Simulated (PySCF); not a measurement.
**Electron correlation in V (vanadium, neutral)**

[Ar] 3d3 4s1 4p1, one real determinant (an excited configuration). All numbers are calculated (PySCF 2.14, no relativity, point nucleus, in dyall-av2z (16s12p7d2f, 101 functions)). Frozen: [Ar]; 5 electrons correlated; the 25 highest virtual orbitals of each spin left out.

MP2 pair energies summed by pair of shells (mhartree):

| pair | energy | share (%) |
| --- | --- | --- |
| 3d-3d | -17.13 | 58.4 |
| 3d-4s | -6.41 | 21.8 |
| 3d-4p | -4.06 | 13.8 |
| 4s-4p | -1.74 | 5.9 |

Total MP2 correlation energy: -29.34 mhartree.

Same-spin part -29.34 and opposite-spin part 0.00 mhartree; SCS-MP2 scales them by 1/3 and 6/5 to -9.78 mhartree.

The reference is one real determinant that mixes LS terms of this configuration.
